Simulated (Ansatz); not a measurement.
Molecule: sum formula HSiOCl3 (charge 0, singlet). 
Coordinates optimised at B3LYP-D3(BJ)/def2-TZVP (Ansatz, a program for electronic structure):
SMILES: [Si](Cl)(Cl)(Cl)O
```xyz
6

Si     0.2280    -0.0390     0.1385
Cl     0.3609     1.6070    -1.0631
Cl    -0.2065    -1.6452    -1.0459
Cl    -1.2385     0.2241     1.5130
O      1.6023    -0.2744     0.9646
H      2.4188    -0.4195     0.4774
```

Parts of the frozen-core correlation energy in cc-pVTZ (Ansatz, hartree). Frozen orbitals: 21; correlated occupied orbitals by spin: 16 and 16; virtual: 143 and 143. No spin-orbit coupling. No relativistic terms.

```csv
term,value
reference (HF),-1743.20415
MP2 opposite-spin,-0.67693
MP2 same-spin,-0.23602
CCSD correlation,-0.95878
(T),-0.03954
T1 diagnostic,0.009
largest doubles amplitude,0.018
```
